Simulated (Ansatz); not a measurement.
## Ligand exchange: C3H4Cl2Si + C4H8Cl2 → C2HCl3Si + C5H11Cl

Species: C3H4Cl2Si `C#C[Si](C)(Cl)Cl`, singlet; C4H8Cl2 `ClCCCCCl`, singlet; C2HCl3Si `C#C[Si](Cl)(Cl)Cl`, singlet; C5H11Cl (1-chloropentane) `CCCCCCl`, singlet. The partners trade CH3 for Cl: Si–CH3 and C–Cl bonds give way to Si–Cl and C–CH3.

Shapes, held fixed at every level: PBE0-D4/def2-TZVP. Flexible molecules stand in one conformer, not always the lowest. Programs: Ansatz 0.2.0. Electronic energies: no zero-point or thermal term.

Estimate ΔE of this reaction.

The highest level, CCSD(T)/CBS estimate, gives ΔE = -91.6 kJ/mol; the levels span -104.2 to -86.6. The column of differences is taken from that level and isn't an error. No measured value is set beside it here. The CBS estimate extrapolates MP2 from def2-TZVPP and def2-QZVPP and adds CCSD(T) − MP2 in the triple-zeta set, cores frozen.

```csv
level,kind,ΔE (kJ/mol),less CCSD(T)/CBS estimate
HF/def2-SVP,Hartree–Fock,-100.0,-8.4
PBE-D4/def2-TZVPP,GGA,-86.6,+5.0
B3LYP-D4/def2-TZVPP,global hybrid,-88.8,+2.8
PBE0-D4/def2-TZVPP,global hybrid,-89.7,+1.9
wB97M-V/def2-TZVPP,range-separated hybrid,-90.0,+1.6
MP2/def2-SVP,perturbation theory,-104.2,-12.6
CCSD/def2-TZVPP,coupled cluster or CI,-91.8,-0.2
CCSD(T)/CBS estimate,coupled cluster or CI,-91.6,0.0
```
